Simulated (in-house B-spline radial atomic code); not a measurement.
Response of Lu³⁺ as one setting changes: the share of exact exchange in a PBE hybrid. A dash marks a strongly mixed or unbound state. Computed with a B-spline radial code for spherical atoms: linear response of the closed shell [Xe] 4f14 with the functional's adiabatic kernel; scalar-relativistic (spin-free one-electron X2C), finite nucleus, no spin-orbit coupling, no double excitations, S, P, D and F terms only; shells from n = 3 respond. Only terms of natural parity with L up to 3 were computed.

Spin-orbit coupling is strong here, so these LS terms don't match observed levels.

| share of exact exchange in a PBE hybrid | lowest 1P (eV) | lowest 3P, Tamm-Dancoff (eV) | minus highest occupied level (eV) | α (bohr³) |
| --- | --- | --- | --- | --- |
| 0 | 4f → 5d 12.609 | 4f → 5d 10.591 | 36.19 | 4.544 |
| 0.1 | 4f → 5d 12.974 | 4f → 5d 10.904 | 37.52 | 4.491 |
| 0.2 | 4f → 5d 13.338 | 4f → 5d 11.218 | 38.87 | 4.443 |
| 0.3 | ? | ? | ? | ? |
| 0.4 | 4f → 5d 14.063 | 4f → 5d 11.848 | 41.63 | 4.355 |
| 0.5 | 4f → 5d 14.425 | 4f → 5d 12.166 | 43.02 | 4.316 |
| 0.6 | 4f → 5d 14.785 | 4f → 5d 12.484 | 44.44 | 4.28 |
| 0.7 | ? | ? | ? | ? |
| 0.8 | 4f → 5d 15.503 | 4f → 5d 13.126 | 47.31 | 4.214 |
| 0.9 | 4f → 5d 15.862 | 4f → 5d 13.450 | 48.76 | 4.185 |
| 1 | 4f → 5d 16.219 | 4f → 5d 13.775 | 50.23 | 4.157 |

Problem. What belongs in the row for 0.7?

Solution. lowest 1P (eV): 4f → 5d 15.145; lowest 3P, Tamm-Dancoff (eV): 4f → 5d 12.805; minus highest occupied level (eV): 45.86; α (bohr³): 4.246.

Problem. What belongs in the row for 0.3?

Solution. lowest 1P (eV): 4f → 5d 13.701; lowest 3P, Tamm-Dancoff (eV): 4f → 5d 11.532; minus highest occupied level (eV): 40.24; α (bohr³): 4.397.
